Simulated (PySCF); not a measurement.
C2H7BFNO, SMILES COCB(N)F. Geometry: PBE-D3(BJ)/def2-SVP. This is a generated structure with no PubChem entry under its InChIKey; it may be hypothetical. Other conformers were not sampled.

**Question.** Give the equilibrium geometry at PBE-D3(BJ)/def2-SVP (PySCF confirms it by a frequency run) as Cartesian coordinates in Å. (The exact figures need the calculation; the answer reports its results.)

**Answer.** This is not unique; one that fits is 
```xyz
13

C      2.0512     0.7032     0.0853
O      1.2538     0.1650    -0.9421
C      0.3632    -0.8472    -0.4650
B     -0.9493    -0.2562     0.2180
N     -1.2785     1.0955     0.0576
F     -1.7584    -1.0709     0.9383
H      2.7106    -0.0703     0.5525
H      2.6952     1.4869    -0.3611
H      1.4434     1.1651     0.9024
H      0.8907    -1.5621     0.2156
H      0.0635    -1.4526    -1.3507
H     -2.1124     1.5380     0.4417
H     -0.6862     1.6899    -0.5236
```
